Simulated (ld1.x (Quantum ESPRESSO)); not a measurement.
Building the TM potential for Hg (Z = 80) (PBE, fully relativistic).

* Element: mercury
* Generator: ld1.x (Quantum ESPRESSO) 7.5
* Type: norm-conserving Troullier–Martins (Kleinman–Bylander form)
* Functional: PBE
* Relativity: fully relativistic
* Frozen core: [Xe] 4f14
* Valence charge: 12
* Reference configuration: 5d10 6s2 6p0
* Partial waves: 6p (bound, empty): rc 3.25 bohr; 5d (bound): rc 1.80 bohr; 6s (bound): rc 1.70 bohr
* Local potential: the s channel
* Core correction: none

Open shells are filled in proportion to 2j + 1 (rel_dist='average').

Estimate the cutoffs (Ry, on a coarse ladder) from which the occupation-weighted sum of valence levels, in a spherical-Bessel basis at the reference potential, stays within 10 and 1 mRy of its value at 400 Ry.

50 Ry and 90 Ry.

What does a ghost test show?

No extra level below or beside the all-electron valence levels (p1/2, p3/2, d3/2, d5/2, s, f tested).

Tests: 5d10 6s1 6p0; 5d10 6s0 6p0; 5d9 6s0 6p0; 5d10 6s1 6p1; 5d10 6s0 6p1; 5d8 6s0 6p0; 5d10 6s0 6p2. Which has the largest error in its energy relative to the reference configuration, and how large is it?

5d8 6s0 6p0, with -246 meV (all-electron minus pseudo) on +114.96 eV.
